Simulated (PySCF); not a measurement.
Lowest singlet excitation (eV) of eight silicon and germanium compounds: TDA-PBE beside TDA-M06-2X, computed with PySCF for isolated molecules in the bases named; differences from unrounded values. The eight are the first of their class met in an unordered collection, after screening for sound electronic states; none was chosen by its value. Each molecule has one DFT geometry for both levels.

```csv
molecule,basis,TDA-M06-2X,TDA-PBE,difference
"Si(F)2(Br)(OH) (BrF2HOSi), SMILES O[Si](F)(F)Br",def2-SVPD,7.52,6.54,-0.98
"C3H4ClNSi, SMILES C1=CN=C[Si@@H]1Cl",def2-SVPD,3.28,2.81,-0.48
"C2H6N2OSi, SMILES O(C#N)[Si@@H](C)N",def2-SVPD,7.18,?,?
"C₃H₇ClSi, SMILES [SiH2](/C=C/C)Cl",def2-SVPD,6.62,5.66,-0.96
"C2H4Cl2OSi, SMILES C=C[Si](O)(Cl)Cl",def2-SVPD,6.71,?,?
"Si(F)(OH)(NH2)2 (FH5N2OSi), SMILES O[Si](N)(F)N",def2-SVPD,7.00,?,?
"Si(H)(Cl)(Br)(vinyl) (C₂H₄BrClSi), SMILES C=C[SiH](Cl)Br",def2-SVPD,6.36,5.13,-1.23
"Si(Cl)3(SiH3) (Cl3H3Si2), SMILES [SiH3][Si](Cl)(Cl)Cl",def2-SVPD,7.01,6.13,-0.88
```

### Question
Complete the blanks. (Estimate from the structure and the level; the computed values follow.)

### Answer

- C2H6N2OSi, SMILES O(C#N)[Si@@H](C)N, TDA-PBE: 6.13
- C2H6N2OSi, SMILES O(C#N)[Si@@H](C)N, difference: -1.04
- C2H4Cl2OSi, SMILES C=C[Si](O)(Cl)Cl, TDA-PBE: 5.58
- C2H4Cl2OSi, SMILES C=C[Si](O)(Cl)Cl, difference: -1.13
- Si(F)(OH)(NH2)2 (FH5N2OSi), SMILES O[Si](N)(F)N, TDA-PBE: 5.77
- Si(F)(OH)(NH2)2 (FH5N2OSi), SMILES O[Si](N)(F)N, difference: -1.23

TDA-PBE lies below TDA-M06-2X in 8 and above it in 0 of the eight; the mean signed difference is -0.99 and the largest -1.23 eV.
